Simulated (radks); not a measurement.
Charge is removed step by step from the 1s1/2 level of Nd, starting from [Xe] 4f4 6s2. All-electron calculation, Dirac Kohn-Sham, BLYP, spin-unpolarised, spherical densities, finite nucleus; open shells fill j = l - 1/2 first; Fermi nuclear charge, rms radius 4.9123 fm. Program: a radial shooting solver on a logarithmic mesh with Libxc functionals. At the starting occupation the eigenvalue is -43362 eV. Estimate the energy to remove one whole electron from this level, the eigenvalue at the end, and how far E(n) bends from a straight line.

Answer. Delta-SCF 43784 eV; final eigenvalue -44202 eV; the deviation from the straight line is -104.978 eV at 0.5 electron removed, the largest on the grid computed. Slater's transition state (half an electron removed) gives 43785 eV. Integrating minus the eigenvalue over the occupation (Janak's theorem) gives 43784 eV. The mean slope of the eigenvalue, de/dn, is 839 eV per electron.
